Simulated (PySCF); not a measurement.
C4H6BF, SMILES C#CB(CC)F.

Coordinates come from a PBE-D3(BJ)/def2-SVP optimisation. The structure was generated by enumeration, and PubChem lists no compound with its InChIKey, so it may never have been made. Other conformers were not sampled.

Calculation: PBE/def2-TZVP run with PySCF.

Symmetry labels are those of the subgroup Cs that the program uses (full group Cs).

Computed valence orbital energies around the gap with their symmetry:
```csv
orbital,symmetry,energy (eV)
HOMO−7,A',-10.91
HOMO−6,A",-10.39
HOMO−5,A',-9.61
HOMO−4,A',-8.93
HOMO−3,A",-8.32
HOMO−2,A',-7.58
HOMO−1,A",-7.45
HOMO,A',-7.07
LUMO,A",-2.51
LUMO+1,A',-0.67
LUMO+2,A',0.32
LUMO+3,A',1.15
```
